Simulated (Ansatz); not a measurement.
Gas-phase electronic energies from Ansatz, PBE0-D4/def2-TZVP geometries. CCSD(T)/CBS is the MP2 limit (def2-TZVPP, def2-QZVPP) plus CCSD(T) − MP2 in def2-TZVPP, frozen cores. This one scheme is used for every species, atoms too. Functionals use def2-TZVPP. B3LYP here is the variant with VWN-RPA as its local correlation; programs differ in this. HSE06 is defined as in plane-wave codes. No spin–orbit coupling; open shells (•) take unrestricted orbitals. Spin–orbit coupling would lower the free atoms: a little for Cl. Bonds to Br are less sure, by a few kJ/mol each and by 10 to 20 or more in all where they break to atoms, as the def2 sets lack core-valence functions. Scalar relativity is left out up to krypton.

Consider the homolysis of the C–Cl bond: `ClC(Cl)(Cl)Br` → `Cl[C](Cl)Br`• + Cl•.

`ClC(Cl)(Cl)Br`:

```xyz
5

Cl   -1.661   -0.206    0.585
C    -0.004   -0.035    0.020
Cl    0.393   -1.364   -1.062
Cl    1.094   -0.042    1.394
Br    0.177    1.647   -0.938
```

`Cl[C](Cl)Br`•:

```xyz
4

Cl    1.144   -0.254   -1.229
C    -0.133    0.069   -0.157
Cl   -0.119    1.566    0.644
Br   -0.892   -1.382    0.741
```

| level | ΔE (kJ/mol) | difference from CCSD(T)/CBS |
| --- | --- | --- |
| LDA (SPW92) | 355.7 | 58.9 |
| PBE-D4 | 291.5 | -5.3 |
| revPBE-D4 | 281.9 | -14.9 |
| r2SCAN-D4 | 270.8 | -26.0 |
| B97M-V | 282.9 | -13.9 |
| PBE0-D4 | 278.8 | -18.0 |
| B3LYP-D4 | 265.0 | -31.8 |
| r2SCANh-D4 | 266.0 | -30.8 |
| r2SCAN0-D4 | 259.0 | -37.8 |
| HSE06-D4 | 279.2 | -17.6 |
| BHLYP-D4 | 247.6 | -49.2 |
| CAM-B3LYP-D4 | 265.0 | -31.8 |
| ωB97X-V | 283.6 | -13.2 |
| B2PLYP | 267.5 | -29.3 |
| PBE-QIDH | 282.8 | -14.0 |
| PBE | 282.3 | -14.5 |
| revPBE | 257.0 | -39.8 |
| BLYP | 248.4 | -48.4 |
| r2SCAN | 268.9 | -27.9 |
| B3LYP | 249.6 | -47.2 |
| r2SCANh | 263.9 | -32.9 |
| r2SCAN0 | 256.6 | -40.2 |
| HSE06 | 271.8 | -25.0 |
| BHLYP | 234.6 | -62.2 |
| CAM-B3LYP | 256.9 | -39.9 |
| LC-ωPBE | 262.2 | -34.6 |
| RPA@PBE/def2-TZVPP | 250.3 | -46.5 |
| MP2/def2-SVP | 283.3 | -13.5 |
| CCSD/def2-SVP | 244.9 | -51.9 |
| CCSD(T)/def2-SVP | 256.4 | -40.4 |
| HF/def2-TZVPP | 134.1 | -162.7 |
| MP2/def2-TZVPP | 312.1 | 15.3 |
| SCS-MP2/def2-TZVPP | 298.2 | 1.4 |
| CCSD/def2-TZVPP | 259.4 | -37.4 |
| CCSD(T)/def2-TZVPP | 276.2 | -20.6 |
| HF/def2-QZVPP | 133.3 | -163.5 |
| MP2/def2-QZVPP | 323.6 | 26.8 |
| SCS-MP2/def2-QZVPP | 309.4 | 12.6 |
| HF/CBS(def2) | 133.2 | -163.6 |
| CCSD/CBS(def2) | 280.0 | -16.8 |
| CCSD(T)/CBS | 296.8 | 0 |

Largest T1 diagnostic among the species: 0.014.

From r2SCAN to r2SCAN0 (25 % exact exchange), in def2-TZVPP and without D4, ΔE moves by −12.3 kJ/mol: exact exchange takes away binding that semilocal exchange gives to molecules. Leaving LDA and LC-ωPBE aside and taking each functional with its dispersion term where it has one, the values, not all of them listed here, spread over 46.3 kJ/mol, from BHLYP-D4 to ωB97M-V. LDA lies +73.4 kJ/mol from PBE without D4, its usual overbinding. The D4 term adds +15.5 kJ/mol with B3LYP and +7.8 kJ/mol with PBE0; it sums over pairs of atoms, weighted by their polarisabilities, and B3LYP, whose exchange is more repulsive, gets the larger term.

CCSD(T)/CBS has its own doubt, a few kJ/mol and more with outer-core shells, so smaller differences from it don't rank the levels.
